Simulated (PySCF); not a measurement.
Compound: C2H11NOSi2.
Geometry (PBE0-D3(BJ)/def2-SVP, Å), atoms numbered from 1 in this order:
```
atom  x, y, z in Å
C1    -1.9782   -0.1800    1.3914
O2    -0.8101   -0.7189    0.8474
C3    -0.4819   -0.2241   -0.4494
Si4   -1.3667   -1.1983   -1.8239
Si5    1.4139   -0.2932   -0.5396
N6     1.9494    0.4995    0.9023
H7    -1.8944    0.9155    1.5335
H8    -2.1381   -0.6509    2.3716
H9    -2.8646   -0.3764    0.7588
H10   -0.7452    0.8512   -0.5362
H11   -0.8984   -2.6160   -1.8313
H12   -1.0589   -0.5728   -3.1479
H13   -2.8496   -1.1948   -1.6289
H14    1.9015    0.4523   -1.7406
H15    1.8309   -1.7266   -0.7049
H16    2.9397    0.6199    1.0833
H17    1.4632    0.2052    1.7447
```

Level of theory: PySCF, TDDFT CAM-B3LYP/def2-SVPD, vertical, gas phase, core orbitals frozen in the response.

Computed states:

| state | E (eV) | f |
| --- | --- | --- |
| S1 | 6.30 | 0.0065 |
| S2 | 6.53 | 0.022 |
| S3 | 6.84 | 0.016 |
| S4 | 7.34 | 0.016 |
| S5 | 7.44 | 0.0014 |
| S6 | 7.53 | 0.035 |
| S7 | 7.65 | 0.106 |
| S8 | 7.69 | 0.029 |
| S9 | 7.84 | 0.0020 |
| S10 | 7.97 | 0.018 |

Broadening: Gaussians 0.3 eV wide at half height, area fixed by f = 4.319×10⁻⁹ ∫ε dν̃. The width is an assumption, not a result. The curve ends short of the highest state used, and states not computed would add to its high-energy end.

**Question.** What does the envelope look like, and where are its maxima?

**Answer.** 
(E (eV), ε (L mol⁻¹ cm⁻¹)): (5.85, 1), (5.88, 3), (5.92, 7), (5.95, 15), (5.99, 33), (6.02, 56), (6.06, 107), (6.09, 162), (6.13, 263), (6.16, 357), (6.20, 504), (6.24, 670), (6.27, 807), (6.31, 1008), (6.34, 1180), (6.38, 1437), (6.41, 1643), (6.45, 1906), (6.48, 2064), (6.52, 2180), (6.55, 2182), (6.59, 2082), (6.62, 1961), (6.66, 1797), (6.69, 1705), (6.73, 1647), (6.77, 1640), (6.80, 1635), (6.84, 1582), (6.87, 1486), (6.91, 1279), (6.94, 1084), (6.98, 814), (7.01, 637), (7.05, 471), (7.08, 419), (7.12, 461), (7.15, 580), (7.19, 854), (7.22, 1144), (7.26, 1640), (7.30, 2273), (7.33, 2860), (7.37, 3849)

Maxima: 190 nm (6.54 eV), ε about 2200, made up of S2 (91%); 183 nm (6.78 eV), ε about 1600, made up of S2 (20%) and S3 (80%) (hardly more than a shoulder) (ε in L mol⁻¹ cm⁻¹; maxima over ε = 5, shares over 10%). At its high-energy end, 7.37 eV, the curve is still rising (ε about 3800, from S4, S6 and S7).

**Question.** Does any computed singlet lie in the visible range?

**Answer.** No computed singlet lies in the visible range (380 to 750 nm); the lowest, at 197 nm, stands 3.03 eV above its violet end (3.26 eV).

**Question.** What would ε be at 6.54 eV, the highest of these maxima, with half the width (0.15 eV)?

**Answer.** About 3990 L mol⁻¹ cm⁻¹ against 2190, a factor of about 1.8; a lone state at its own centre would give exactly 2.

**Question.** Coming from long wavelengths, where does ε first pass 100 L mol⁻¹ cm⁻¹?

**Answer.** At about 205 nm (6.06 eV), 0.24 eV below S1.

The vertical ionisation energy (ΔSCF) is 9.07 eV, 1.11 eV above S10.

One conformer stands for the species.
